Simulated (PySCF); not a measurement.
NMR data simulated for an unnamed compound:

1H NMR (600 MHz, computed): δ 1.76 (m, 1H), 1.69 (m, 1H), 1.38 (m, 3H), 1.35 (m, 3H), 1.13 (m, 3H), 0.88 (m, 1H), 0.30 (m, 1H).

13C{1H} NMR (computed): δ 30.0 (CH), 19.2 (CH), 18.9 (CH3), 18.2 (CH2), 18.2 (CH3), 16.3 (CH3).

All values are calculated (PySCF 2.14.0 with density-fitted response routines): PBE0/pcSseg-1 with gauge-including orbitals, PBE0-D3(BJ)/def2-SVP geometry. A single conformation, averaged over atoms made equivalent by symmetry, fast rotation or ring inversion, in vacuum, non-relativistic.

Shifts are taken against calculated references (same method and geometry level): TMS for 1H, 13C.

Which of these does the molecule contain: an NH or NH2 group, a benzene ring, a non-aromatic C=C double bond, a three-membered ring, a (CH3)2CH unit?

Results:


- An NH or NH2 group: no.
- A benzene ring: no.
- A non-aromatic C=C double bond: no.
- A three-membered ring: yes.
- A (CH3)2CH unit: yes (δC 18.9, 30.0, 18.2; δH 1.35 (m), 0.88 (m), 1.38 (m)).

The data belong to `CC(C)[P@@]1(=O)C[C@H]1C`, C6H13OP; they needn't prove each group on their own.

Carbon signals by region: 6 below 50 ppm.

Splittings by 31P in the carbon and heteronuclear signals aren't shown, as no couplings were computed. Shifts are as computed. Against solution values, carbons near 30 ppm lie about +2 ppm off and those near 130 ppm about +5 ppm. Of 1309 compounds with measured shifts, 239 miss one by over three times the rms of a fit or turn the order of signals round; such compounds aren't used in these exercises. Multiplicities follow the n + 1 count of equivalent neighbours, as no J values were calculated; m marks all less simple cases, F and P coupling included.
